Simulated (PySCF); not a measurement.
GaHBr₂, SMILES [Br][GaH][Br]. Heavy atoms are numbered as in [GaH:1]([Br:3])[Br:4]. Hydrogens are named by the atom that carries them.

Geometry optimised at PBE0-D3(BJ)/def2-SVP.

Level of theory: PBE/def2-TZVPD run with PySCF.

Mulliken values depend strongly on the basis, most of all with diffuse functions as here. ESP charges are fitted to the potential on shells at 1.4 to 2.0 van der Waals radii. Atomic charges (e), one atom of each kind:

| atom | meta-Löwdin | ESP fit | Mulliken |
|---|---|---|---|
| Ga1 (GaH) | 0.45 | [?] | 0.56 |
| H on Ga1 | -0.03 | [?] | -0.07 |
| Br3 | -0.21 | [?] | -0.25 |

Q: Some entries are withheld; supply them. (The exact figures need the calculation; the answer reports its results.)

A: 
- Ga1 (GaH), ESP fit: 0.42
- H on Ga1, ESP fit: -0.07
- Br3, ESP fit: -0.18
